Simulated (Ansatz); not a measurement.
One change: `F[CH2][GaH][SiH3]` becomes `F[CH2][AlH][SiH3]`.

Ansatz, PBE0-D4/def2-TZVP geometries, multiplicity 1. Each molecule was computed in one conformer, which needn't be the lowest.

Scalar relativity is left out up to krypton.

```
                                        property  `F[CH2][GaH][SiH3]`
              HOMO energy (PBE0/def2-TZVPP) / eV                -7.44
             HOMO–LUMO gap (PBE/def2-TZVPP) / eV                 3.42
  zero-point energy (PBE0-D4/def2-TZVP) / kJ/mol                156.8
size of the dipole moment (B3LYP/def2-TZVPP) / D                 1.39
           LUMO energy (ωB97M-V/def2-TZVPP) / eV                -0.31
              LUMO energy (PBE0/def2-TZVPP) / eV                -2.02
```

Question: What does the change do to each property? (An estimate is asked.)

Answer: The calculation gave: 
| property | `F[CH2][AlH][SiH3]` | shift |
| --- | --- | --- |
| HOMO energy (PBE0/def2-TZVPP) / eV | -7.51 | -0.07 |
| HOMO–LUMO gap (PBE/def2-TZVPP) / eV | 3.55 | 0.13 |
| zero-point energy (PBE0-D4/def2-TZVP) / kJ/mol | 156.6 | -0.2 |
| size of the dipole moment (B3LYP/def2-TZVPP) / D | 1.68 | 0.29 |
| LUMO energy (ωB97M-V/def2-TZVPP) / eV | -0.35 | -0.04 |
| LUMO energy (PBE0/def2-TZVPP) / eV | -1.98 | 0.04 |

Dipoles are sizes alone; their direction can turn.

B3LYP here is the variant with VWN-RPA as its local correlation; programs differ in this.
